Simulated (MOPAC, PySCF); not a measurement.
Isomers of C2H4Si2. All species are isolated molecules in the gas phase. Strings in code marks are SMILES.

Quantity: vertical ionisation energy (energy after one electron is removed minus that of the parent at the parent's geometry), in eV.

Level 1: PBE-D3(BJ)/def2-TZVP // PBE0-D4/def2-TZVP (PySCF)
Level 2: PBE/6-31G* // PBE0-D4/def2-TZVP (PySCF)
Level 3: minus the HOMO energy of B3LYP-D3(BJ)/def2-TZVP // PBE0-D4/def2-TZVP (PySCF)
Level 4: minus the HOMO energy of PM7 // PBE0-D4/def2-TZVP (MOPAC)

| species | level 2 | level 3 | level 4 |
|---|---|---|---|
| `[SiH2]=C=C=[SiH2]` | 7.10 | 5.20 | 7.80 |
| `C#C[SiH]=[SiH2]` | 7.73 | 5.79 | 8.34 |

**Question.** What does level 1 give for each?

**Answer.** 
- `[SiH2]=C=C=[SiH2]`: 7.15
- `C#C[SiH]=[SiH2]`: 7.80
